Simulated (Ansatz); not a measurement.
A nudged elastic band was laid between two geometries of CH4Ga + CHF3 (11 atoms, charge 0, multiplicity 2).

The calculation used UKS PBE/def2-SVP in Ansatz.

- movable images: 5
- climbing image: yes
- spring: 5.0 eV/Å²
- optimiser: quadratic models (default)
- start path: through a guess of the saddle point
- force threshold: 0.2 eV/Å
- iteration limit: 60
- end points: relaxed

Image 0:

```xyz
11
Properties=species:S:1:pos:R:3
Ga 0.117 0.352 -0.363
H 0.674 1.059 2.830
H 1.237 -0.783 -0.637
C -1.782 0.029 -0.927
H -2.102 -0.968 -0.560
H -2.483 0.802 -0.558
H -1.814 0.018 -2.037
C 0.107 0.164 3.170
F -0.283 -0.561 2.074
F 0.862 -0.628 3.937
F -0.994 0.515 3.841
```

Image 6:

```xyz
11
Properties=species:S:1:pos:R:3
Ga 0.034 -0.009 -0.565
H 0.098 -0.006 2.551
H 1.354 -0.036 -1.496
C -1.812 0.016 -1.348
H -2.355 -0.903 -1.044
H -2.380 0.884 -0.953
H -1.772 0.071 -2.454
C 0.094 -0.005 3.669
F -0.604 -1.057 4.136
F 1.352 -0.081 4.141
F -0.471 1.124 4.135
```

Task: What changes between the two ends?

Result: No bond is made or broken.

Task: What energy profile does the band end with?

Result: The forces met the threshold. The highest image is number 6 of 0 to 6, 3.0 kcal/mol above the first end and 0.0 kcal/mol above the last; the last end lies 3.0 kcal/mol above the first. The highest image is an end point: on this band no image between the ends rises above it.

```tsv
image	path coordinate (Å)	energy (kcal/mol)
0	0.00	0.0
1	0.67	0.4
2	1.34	1.5
3	2.00	2.4
4	2.67	2.8
5	3.34	2.9
6	3.59	3.0
```

The band took 8 iterations and of the order of 7 core-minutes.

Run time: 110 s on 4 threads of Arm Neoverse V1, with other jobs on the host, peak memory 0.22 GiB.
